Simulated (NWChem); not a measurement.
# imidazole (C3H4N2); SMILES c1c[nH]cn1

```xyz
9

C     -0.9120    -0.7318     0.0000
C     -0.9553     0.6421     0.0000
N      0.3573     1.0369     0.0000
C      1.1185    -0.0899     0.0000
N      0.3814    -1.1715     0.0000
H     -1.7534    -1.4239     0.0000
H     -1.7787     1.3518     0.0000
H      0.6945     1.9903     0.0000
H      2.2083    -0.0563     0.0000
```
Atoms are numbered in this order, from 1.

Structure relaxed at the PBE0/def2-SVP level.

### Question
Give the principal values of the shielding tensors (ppm) of C1, C2, N3, C4, N5 from PBE0/pcSseg-1, GIAO (NWChem), with their diamagnetic and paramagnetic parts as GIAO splits them.

### Answer
```json
[
 {"atom": "C1", "σ11": "-30.6", "σ22": "49.5", "σ33": "130.5", "isotropic": "49.8", "diamagnetic": "250.9", "paramagnetic": "-201.1"},
 {"atom": "C2", "σ11": "-16.6", "σ22": "69.2", "σ33": "147.4", "isotropic": "66.7", "diamagnetic": "252.0", "paramagnetic": "-185.4"},
 {"atom": "N3", "σ11": "-21.1", "σ22": "104.0", "σ33": "176.3", "isotropic": "86.4", "diamagnetic": "322.9", "paramagnetic": "-236.5"},
 {"atom": "C4", "σ11": "-24.3", "σ22": "55.3", "σ33": "115.1", "isotropic": "48.7", "diamagnetic": "251.3", "paramagnetic": "-202.6"},
 {"atom": "N5", "σ11": "-260.7", "σ22": "-109.2", "σ33": "257.4", "isotropic": "-37.5", "diamagnetic": "323.6", "paramagnetic": "-361.0"}
]
```
